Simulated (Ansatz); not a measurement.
Frontier orbitals of `C[SiH2][N]([GeH3])c1ccccc1`.

Cartesian coordinates in Å:
```
C 2.6975 -0.8271 0.6329
Si 1.1032 -1.7539 0.9006
N -0.1875 -1.1218 -0.0838
Ge -1.1557 -2.2257 -1.2208
C -0.4964 0.2458 -0.0604
C -0.2680 1.0100 1.0887
C -0.5576 2.3631 1.1136
C -1.0950 2.9932 0.0010
C -1.3339 2.2445 -1.1407
C -1.0346 0.8930 -1.1759
H 2.5901 0.2307 0.8811
H 3.4865 -1.2463 1.2630
H 3.0144 -0.9010 -0.4098
H 0.7609 -1.7348 2.3529
H 1.2474 -3.1754 0.4911
H -0.9538 -3.6610 -0.7235
H -0.6569 -2.1016 -2.6742
H -2.6287 -1.7977 -1.1465
H 0.1181 0.5312 1.9823
H -0.3708 2.9276 2.0205
H -1.3261 4.0511 0.0247
H -1.7508 2.7169 -2.0232
H -1.2023 0.3390 -2.0935
```

The species carries charge 0 and has multiplicity 1. Correlated methods include outer-core shells of Ge, which these sets cover unevenly. Scalar relativity is left out up to krypton. The geometry is a stationary point of PBE0-D4/def2-TZVP. It is one conformer, not always the lowest. Basis def2-TZVPP, Ansatz 0.2.0.

```tsv
functional	HOMO (eV)	LUMO (eV)	gap (eV)
PBE	-5.14	-1.17	3.97
r2SCAN	-5.31	-0.99	4.32
B97M-V	-5.37	-0.96	4.41
PBE0	-6.14	-0.28	5.86
r2SCAN0	-6.26	-0.19	6.07
BHLYP	-6.97	0.74	7.71
CAM-B3LYP	-7.31	0.81	8.12
ωB97M-V	-8.18	1.68	9.86
HF	-8.16	3.20	11.36
```

A quarter of exact exchange (PBE0) shifts PBE's HOMO by −0.99 eV and its LUMO by +0.89 eV; full exchange at long range (ωB97M-V) shifts them by −3.04 and +2.84 eV. The gap opens from 3.98 to 9.86 eV, since occupied levels lose self-interaction and empty ones feel all the electrons. A positive LUMO is unbound and depends on the basis.
